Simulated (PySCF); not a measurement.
Computed IR spectrum (relative IR intensity) of a molecule C2H11NSi3. The structure is a stationary point at PBE-D3(BJ)/def2-SVP. One conformer was computed; it need not be the lowest. Method: PBE-D3(BJ)/def2-SVP run with PySCF. Frequencies are harmonic and unscaled.

Lines under 2 % of the strongest are left out, and lines within 2 cm⁻¹ are merged.

| ν (cm⁻¹) | relative intensity |
|---|---|
| 536 | 3.7 |
| 636 | 2.1 |
| 668 | 4.1 |
| 705 | 28 |
| 801 | 36 |
| 807 | 5.5 |
| 863 | 57 |
| 896 | 17 |
| 920 | 100 |
| 927 | 90 |
| 947 | 37 |
| 958 | 8.8 |
| 969 | 26 |
| 999 | 68 |
| 1022 | 3.5 |
| 2128 | 39 |
| 2134 | 29 |
| 2141 | 17 |
| 2146 | 77 |
| 2149 | 6.9 |
| 2159 | 30 |
| 2163 | 43 |
| 2978 | 6.9 |
| 3032 | 2.2 |
| 3040 | 2.2 |

### Question
Identify the compound among the candidates.
(A) [SiH3]N1[SiH2]CC[SiH2]1
(B) [SiH3]/C=N/C([SiH3])[SiH3]
(C) [SiH3][C@H]1[SiH2]CN[SiH2]1
(D) CN1[SiH2]C[SiH2][SiH2]1

### Answer
A, [SiH3]N1[SiH2]CC[SiH2]1
